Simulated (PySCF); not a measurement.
**Telling isomers of C₄H₁₀F₂OSi₂ apart by NMR**

Averaged over atoms made equivalent by symmetry, fast rotation or ring inversion, single conformer, non-relativistic Hamiltonian, isolated molecule. Geometry: GFN2-xTB; NMR shieldings at PBE0/pcSseg-1/GIAO; PySCF.

References, each an isolated molecule treated in the same way: TMS for ¹H (31.72 ppm), ¹³C (186.93 ppm). Splittings of carbon signals by F and P are missing where no couplings were computed. Where no couplings were computed, multiplicities follow the n + 1 count of equivalent neighbours, and m marks all less simple cases (inequivalent or close neighbours, rings, F or P nearby). Shifts are as computed. Against solution values, carbons near 30 ppm lie about +3 ppm off and those near 130 ppm about +5 ppm. Of 1211 compounds with measured shifts, 218 miss one by over three times the rms of a fit or turn the order of signals round; such compounds aren't used in these exercises.

(1) Tabulate the signals of `CO[SiH2]C([SiH2]C)=C(F)F`, `CCO/C([SiH3])=C\[SiH](F)F`, `CO[SiH2][SiH2]C(C)=C(F)F` and their relative energies.

(2) What is the quickest way to tell CCO/C([SiH3])=C\[SiH](F)F from CO[SiH2][SiH2]C(C)=C(F)F?

(3) What is the quickest way to tell CO[SiH2]C([SiH2]C)=C(F)F from CO[SiH2][SiH2]C(C)=C(F)F?

(4) What is the quickest way to tell CO[SiH2]C([SiH2]C)=C(F)F from CCO/C([SiH3])=C\[SiH](F)F?

## Answers

(1) 
```tsv
SMILES	carbon types	δC	δH	E rel. (kcal/mol)
CO[SiH2]C([SiH2]C)=C(F)F	2×C 2×CH3	167.0, 71.6, 53.7, -4.2	5.28 (s, 2H), 4.62 (q, 2H), 3.84 (s, 3H), 0.31 (t, 3H)	46.4
CCO/C([SiH3])=C\[SiH](F)F	1×C 1×CH 1×CH2 1×CH3	184.7, 119.1, 69.0, 17.8	5.24 (m, 1H), 5.21 (m, 1H), 4.32 (s, 3H), 4.10 (q, 2H), 1.45 (t, 3H)	0.0
CO[SiH2][SiH2]C(C)=C(F)F	2×C 2×CH3	167.5, 75.6, 56.5, 14.9	5.41 (t, 2H), 4.54 (t, 2H), 3.69 (s, 3H), 1.59 (s, 3H)	63.2
```

Energies are electronic energies at PBE0/pcSseg-1 on these geometries, without zero-point or thermal terms, each for the one conformer computed, which needn't be the lowest.

(2) Both give the same number of carbon signals, but DEPT or the intensities differ. The first has a β carbon of an enol-ether or enamine type C=C (CH) at 119.1 ppm, the second a fully substituted alkene carbon (C) at 75.6 ppm. Their most deshielded carbons lie at 184.7 and 167.5 ppm.

(3) Both give the same number of carbon signals, with the same numbers of each carbon type, so the positions decide. The first has a methyl carbon bonded to Si (CH3) at -4.2 ppm, the second an allylic methyl carbon (CH3) at 14.9 ppm. Their most deshielded carbons lie at 167.0 and 167.5 ppm.

(4) Both give the same number of carbon signals, but DEPT or the intensities differ. The first has a fully substituted alkene carbon (C) at 71.6 ppm, the second a β carbon of an enol-ether or enamine type C=C (CH) at 119.1 ppm. Their most deshielded carbons lie at 167.0 and 184.7 ppm.
